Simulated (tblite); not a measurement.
Start geometry of `C[C@@H]1[C@H](F)C[P@]1(=O)CC#N` from a force field or distance geometry (Å):
```
atom  x, y, z in Å
C1    -1.4543    0.4230    1.2102
C2    -0.9478    0.6070   -0.1968
C3    -1.4446   -0.5607   -1.0277
F4    -2.6260   -1.1092   -0.5869
C5    -0.2643   -1.4222   -0.6680
P6     0.6948    0.0876   -0.5988
O7     1.1252    0.6590   -1.9308
C8     1.9882    0.1656    0.6332
C9     2.9698    1.1600    0.2177
N10    3.7565    1.9632   -0.1075
H11   -1.3478   -0.5982    1.6185
H12   -1.1144    1.1845    1.9164
H13   -2.5777    0.5820    1.1536
H14   -1.2099    1.6019   -0.6018
H15   -1.5073   -0.2379   -2.0982
H16   -0.3199   -1.9514    0.3078
H17    0.0568   -2.0421   -1.5471
H18    1.6768    0.3149    1.6692
H19    2.5362   -0.8176    0.6294
```

What comes out of this run: GFN2-xTB geometry optimisation, gas phase in tblite 0.8.0?

```
atom  x, y, z in Å
C1    -1.1550    1.3332    0.9087
C2    -0.9011    0.5720   -0.3765
C3    -1.3491   -0.9047   -0.4325
F4    -1.2519   -1.4829    0.8134
C5    -0.2265   -1.4488   -1.3280
P6     0.8041    0.0454   -0.9185
O7     1.5431    0.7650   -1.9528
C8     1.7999   -0.3827    0.5825
C9     2.1461    0.8582    1.2143
N10    2.3974    1.8530    1.7167
H11   -0.8078    0.7697    1.7715
H12   -0.6304    2.2859    0.8854
H13   -2.2207    1.5218    1.0287
H14   -1.3379    1.1023   -1.2299
H15   -2.3733   -1.0851   -0.7708
H16    0.1191   -2.4408   -1.0479
H17   -0.5035   -1.4435   -2.3807
H18    1.2325   -1.0152    1.2667
H19    2.7052   -0.8935    0.2422
```

The energy falls by 100.3 kJ/mol over 163 L-BFGS steps, the largest force on an atom goes from 4.29 to 0.007 eV/Å, and the atoms move by 1.233 Å rms after alignment. The bond that changes most is C2–P6 (sp3 carbon bound to phosphorus to phosphoryl phosphorus), which lengthens by 0.096 Å. Bonds longer at the end by more than 0.005 Å: 6 of 19; shorter: 10. Among the angles that change most is C2–P6–C8, from 120.2° to 108.7°. Among the dihedrals that turn most is H15–C3–C5–H16, from -165° to -93°. Rotational constants go from 2801, 693.3, 638.4 to 1571, 1012, 833.5 MHz. The orientation of the end geometry is arbitrary; only internal coordinates are fixed.

Run on one thread of an Arm Neoverse V1, shared host.

Its GFN2-xTB frequencies are all real (lowest 53 cm⁻¹). The numbers are those of one conformer. 3 starts were optimised and ended at 0.00, 0.21 and 1.29 kcal/mol (GFN2-xTB); the lowest of these is shown.

The numbers are calculated, not measured.
